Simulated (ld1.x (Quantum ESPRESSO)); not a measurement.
**Pseudopotential generation for Sr (Z = 38): PAW, PBE, fully relativistic.**

Input for ld1.x (Quantum ESPRESSO) 7.5:

```
&input
   title='Sr', zed=38., rel=2, dft='PBE', iswitch=3,
   config='[Kr] 4d0 4f-2 5s1 5p0', rel_dist='average',
   nld=7, rlderiv=3.30, eminld=-5.0, emaxld=5.0, deld=0.02
 /
 &inputp
   pseudotype=3, lpaw=.true., tm=.true., lloc=-1, rcloc=1.85,
   nlcc=.true., new_core_ps=.true., rcore=1.30,
   which_augfun='PSQ', rmatch_augfun=2.00,
   file_pseudopw='Sr.UPF', file_wfcaegen='ae.wfc', file_wfcncgen='nc.wfc', file_beta='beta', file_chi='chi', file_wfcusgen='us.wfc'
 /
7
4S  1  0   2.00   0.00  2.05  2.55  0.0
5S  2  0   1.00   0.00  2.05  2.55  0.0
4P  2  1   6.00   0.00  2.60  3.05  0.0
5P  3  1   0.00   0.00  2.60  3.05  0.0
4D  3  2   0.00   0.00  2.15  2.25  0.0
4D  3  2   0.00   0.50  2.15  2.25  0.0
4F  4  3  -2.00  -0.15  2.50  2.95  0.0
 &test
   configts(1)='4s2 4p6 4d0 5s1 5p0'
 /
```

Command:

```bash
ld1.x < Sr.in > Sr.out
```

The program printed (shortened: banner, matrices, multipoles, cross overlaps and the repeated all-electron block are left out):

```
Program LD1 v.7.5

     !!!!!!!!!!!!!!!!!!! WARNING !!!!!!!!!!!!!!!!!!!!!!!
     Message from routine ld1_readin:
     US requires at least two energies per channel 4F
     !!!!!!!!!!!!!!!!!!!!!!!!!!!!!!!!!!!!!!!!!!!!!!!!!!!

     !!!!!!!!!!!!!!!!!!! WARNING !!!!!!!!!!!!!!!!!!!!!!!
     Message from routine ld1_readin:
     US requires at least two energies per channel 4F
     !!!!!!!!!!!!!!!!!!!!!!!!!!!!!!!!!!!!!!!!!!!!!!!!!!!
     --------------------------- All-electron run ----------------------------

     Sr
     dirac relativistic calculation

     atomic number is 38.00
     dft =PBE   lsd =0 sic =0 latt =0  beta=0.20 tr2=1.0E-14
     Exchange-correlation= PBE
                           (   1   4   3   4   0   0   0)
     mesh =1221 r(mesh) = 100.72700 a.u. xmin = -7.00 dx = 0.01250
     1 Ry =  13.60569312 eV, c = 137.03599908

     n l j   nl                  e(Ry)          e(Ha)          e(eV)
     Spin orbit split results
     1 0 0.5 1S 1( 2.00)     -1171.3782      -585.6891    -15937.4126
     2 0 0.5 2S 1( 2.00)      -158.9940       -79.4970     -2163.2235
     2 1 0.5 2P 1( 2.00)      -144.7319       -72.3660     -1969.1784
     2 1 1.5 2P 1( 4.00)      -139.7040       -69.8520     -1900.7698
     3 0 0.5 3S 1( 2.00)       -24.9910       -12.4955      -340.0198
     3 1 0.5 3P 1( 2.00)       -19.8122        -9.9061      -269.5594
     3 1 1.5 3P 1( 4.00)       -19.0414        -9.5207      -259.0718
     4 0 0.5 4S 1( 2.00)        -3.4701        -1.7351       -47.2138
     4 1 0.5 4P 1( 2.00)        -2.1975        -1.0987       -29.8985
     4 1 1.5 4P 1( 4.00)        -2.1117        -1.0559       -28.7314
     3 2 1.5 3D 1( 4.00)        -9.9549        -4.9774      -135.4432
     3 2 2.5 3D 1( 6.00)        -9.8204        -4.9102      -133.6130
     4 2 1.5 4D 1( 0.00)        -0.5020        -0.2510        -6.8296
     4 2 2.5 4D 1( 0.00)        -0.4971        -0.2486        -6.7636
     5 0 0.5 5S 1( 1.00)        -0.6135        -0.3067        -8.3470
     5 1 0.5 5P 1( 0.00)        -0.4039        -0.2020        -5.4953
     5 1 1.5 5P 1( 0.00)        -0.3960        -0.1980        -5.3879
     Averaged results
     1 0     1S 1( 2.00)     -1171.3782      -585.6891    -15937.4126
     2 0     2S 1( 2.00)      -158.9940       -79.4970     -2163.2235
     2 1     2P 1( 6.00)      -141.3800       -70.6900     -1923.5727
     3 0     3S 1( 2.00)       -24.9910       -12.4955      -340.0198
     3 1     3P 1( 6.00)       -19.2984        -9.6492      -262.5676
     4 0     4S 1( 2.00)        -3.4701        -1.7351       -47.2138
     4 1     4P 1( 6.00)        -2.1403        -1.0702       -29.1204
     3 2     3D 1(10.00)        -9.8742        -4.9371      -134.3451
     4 2     4D 1( 0.00)        -0.4991        -0.2495        -6.7900
     5 0     5S 1( 1.00)        -0.6135        -0.3067        -8.3470
     5 1     5P 1( 0.00)        -0.3986        -0.1993        -5.4237

     final scf error:  5.2E-15 reached in  28 iterations

     Etot =   -6359.167607 Ry,   -3179.583804 Ha,  -86520.882984 eV

     Ekin =    6550.591461 Ry,    3275.295730 Ha,   89125.337192 eV
     Encl =  -15328.572014 Ry,   -7664.286007 Ha, -208555.846835 eV
     Eh   =    2628.676769 Ry,    1314.338384 Ha,   35764.969435 eV
     Exc  =    -209.863823 Ry,    -104.931912 Ha,   -2855.342777 eV

     normalization and overlap integrals

     s(1S/1S) =  1.000000  <r> =   0.0392  <r2> =    0.0021  r(max) =   0.0257
     s(2S/2S) =  1.000000  <r> =   0.1722  <r2> =    0.0350  r(max) =   0.1459
     s(2P/2P) =  1.000000  <r> =   0.1475  <r2> =    0.0267  r(max) =   0.1136
     s(2P/2P) =  1.000000  <r> =   0.1517  <r2> =    0.0281  r(max) =   0.1165
     s(3S/3S) =  1.000000  <r> =   0.4919  <r2> =    0.2779  r(max) =   0.4382
     s(3P/3P) =  1.000000  <r> =   0.4913  <r2> =    0.2821  r(max) =   0.4274
     s(3P/3P) =  1.000000  <r> =   0.5018  <r2> =    0.2940  r(max) =   0.4328
     s(4S/4S) =  1.000000  <r> =   1.3556  <r2> =    2.0887  r(max) =   1.1911
     s(4P/4P) =  1.000000  <r> =   1.5390  <r2> =    2.7268  r(max) =   1.3164
     s(4P/4P) =  1.000000  <r> =   1.5719  <r2> =    2.8453  r(max) =   1.3330
     s(3D/3D) =  1.000000  <r> =   0.4961  <r2> =    0.3002  r(max) =   0.3772
     s(3D/3D) =  1.000000  <r> =   0.4998  <r2> =    0.3046  r(max) =   0.3772
     s(4D/4D) =  1.000000  <r> =   2.7846  <r2> =    9.5052  r(max) =   1.9886
     s(4D/4D) =  1.000000  <r> =   2.8084  <r2> =    9.6657  r(max) =   2.0136
     s(5S/5S) =  1.000000  <r> =   3.8980  <r2> =   17.1364  r(max) =   3.4467
     s(5P/5P) =  1.000000  <r> =   4.8347  <r2> =   26.3758  r(max) =   4.2098
     s(5P/5P) =  1.000000  <r> =   4.9102  <r2> =   27.1915  r(max) =   4.3164

     ------------------------ End of All-electron run ------------------------

     --------------------- Generating PAW atomic setup --------------------

      Generating local potential from pseudized AE potential:
      Matching radius rcloc =   1.8500

      Local pseudo, rcloc= 1.845 Estimated cut-off energy=     7.10 Ry

      Computing core charge for nlcc:

       r > 1.30 : true rho core
      Core charge pseudized with two Bessel functions
      Integrated core pseudo-charge :   3.27

     Fully relativistic calculation: |psi|^2

     Wfc 4S LC norm =  0.99981785 SC norm =  0.00018213 missing  0.00000002
     Speed at rcutus      0.332 a.u.,  v/c =  0.002421,  (v/c)^2 = -0.00000586

     Wfc 5S LC norm =  0.99997426 SC norm =  0.00002385 missing  0.00000190
     Speed at rcutus      0.460 a.u.,  v/c =  0.003355,  (v/c)^2 =  0.00001125

     Wfc 4P LC norm =  0.99985704 SC norm =  0.00014292 missing  0.00000004
     Speed at rcutus      0.209 a.u.,  v/c =  0.001525,  (v/c)^2 = -0.00000233

     Wfc 4P LC norm =  0.99986223 SC norm =  0.00013764 missing  0.00000013
     Speed at rcutus      0.213 a.u.,  v/c =  0.001556,  (v/c)^2 = -0.00000242

     Wfc 5P LC norm =  0.99998281 SC norm =  0.00001684 missing  0.00000035
     Speed at rcutus      0.353 a.u.,  v/c =  0.002578,  (v/c)^2 =  0.00000664

     Wfc 5P LC norm =  0.99998321 SC norm =  0.00001384 missing  0.00000295
     Speed at rcutus      0.341 a.u.,  v/c =  0.002488,  (v/c)^2 =  0.00000619

     Wfc 4D LC norm =  0.99995132 SC norm =  0.00004864 missing  0.00000004
     Speed at rcutus      0.731 a.u.,  v/c =  0.005332,  (v/c)^2 =  0.00002843

     Wfc 4D LC norm =  0.99995211 SC norm =  0.00004500 missing  0.00000289
     Speed at rcutus      0.730 a.u.,  v/c =  0.005326,  (v/c)^2 =  0.00002837
      Wfc-us  4S rcutus= 2.553  Estimated cut-off energy=     8.69 Ry
      Wfc-us  5S rcutus= 2.553  Estimated cut-off energy=    17.91 Ry
      Wfc-us  4P rcutus= 3.042  Estimated cut-off energy=     9.50 Ry
      Wfc-us  4P rcutus= 3.042  Estimated cut-off energy=     9.47 Ry
      Wfc-us  5P rcutus= 3.042  Estimated cut-off energy=    18.02 Ry
      Wfc-us  5P rcutus= 3.042  Estimated cut-off energy=    17.95 Ry
      Wfc-us  4D rcutus= 2.253  Estimated cut-off energy=    22.05 Ry
      Wfc-us  4D rcutus= 2.253  Estimated cut-off energy=    22.03 Ry
      Wfc-us  4D rcutus= 2.253  Estimated cut-off energy=    25.67 Ry
      Wfc-us  4D rcutus= 2.253  Estimated cut-off energy=    25.56 Ry
      Wfc-us  4F rcutus= 2.967  Estimated cut-off energy=    16.13 Ry
      Wfc-us  4F rcutus= 2.967  Estimated cut-off energy=    16.13 Ry

     Required augmentation: PSQ   radius:    2.000000

     Q pseudized with Bessel functions
     Expected ecutrho=     170.5994 due to l1=  3   l2=  3

     Estimated PAW energy = -259.998226 Ryd

     ------------------- End of pseudopotential generation -------------------

     Computing logarithmic derivative in   3.29921
     Computing logarithmic derivative in   3.29921
     Computing the partial wave expansion
     R is outside the sphere for l=    0 j= 0.50
     R is outside the sphere for l=    0 j= 0.50
     R is outside the sphere for l=    1 j= 0.50
     R is outside the sphere for l=    1 j= 0.50
     R is outside the sphere for l=    1 j= 1.50
     R is outside the sphere for l=    1 j= 1.50
     R is outside the sphere for l=    2 j= 1.50
     R is outside the sphere for l=    2 j= 1.50
     R is outside the sphere for l=    2 j= 2.50
     R is outside the sphere for l=    2 j= 2.50
     R is outside the sphere for l=    3 j= 2.50
     R is outside the sphere for l=    3 j= 3.50

     ---------------------- Testing the pseudopotential ----------------------

     Sr
     dirac relativistic calculation

     atomic number is 38.00   valence charge is 10.00
     dft = SLA  PW   PBX  PBC   lsd =0 sic =0 latt =0  beta=0.20 tr2=1.0E-14
     mesh =1221 r(mesh) = 100.72700 xmin = -7.00 dx = 0.01250

     n l  j  nl             e AE (Ry)       e PS (Ry)    De AE-PS (Ry)
     1 0 0.5 4S   1( 2.00)       -3.47015       -3.47014       -0.00001
     2 1 0.5 4P   1( 2.00)       -2.19750       -2.19750       -0.00000
     2 1 1.5 4P   1( 4.00)       -2.11172       -2.11172       -0.00000
     3 2 1.5 4D   1( 0.00)       -0.50197       -0.50196       -0.00000
     3 2 2.5 4D   1( 0.00)       -0.49712       -0.49712       -0.00000
     2 0 0.5 5S   1( 1.00)       -0.61349       -0.61349       -0.00000
     3 1 0.5 5P   1( 0.00)       -0.40390       -0.40390       -0.00000
     3 1 1.5 5P   1( 0.00)       -0.39600       -0.39600        0.00000

     eps = 6.5E-15  iter =  5

     Etot =   -6359.167607 Ry,   -3179.583804 Ha,  -86520.882984 eV
     Etotps =  -259.998223 Ry,    -129.999112 Ha,   -3537.456035 eV

     Ekin =      93.775202 Ry,      46.887601 Ha,    1275.876627 eV
     Encl =    -187.040154 Ry,     -93.520077 Ha,   -2544.810943 eV
     Ehrt =      43.130570 Ry,      21.565285 Ha,     586.821299 eV
     Ecxc =    -209.863841 Ry,    -104.931920 Ha,   -2855.343018 eV
     (Ecc =      -4.924151 Ry,      -2.462075 Ha,     -66.996487 eV)

     ---------------------- End of pseudopotential test ----------------------
```

Generation and configuration tests took about 1.7 s on one core of a shared server CPU.
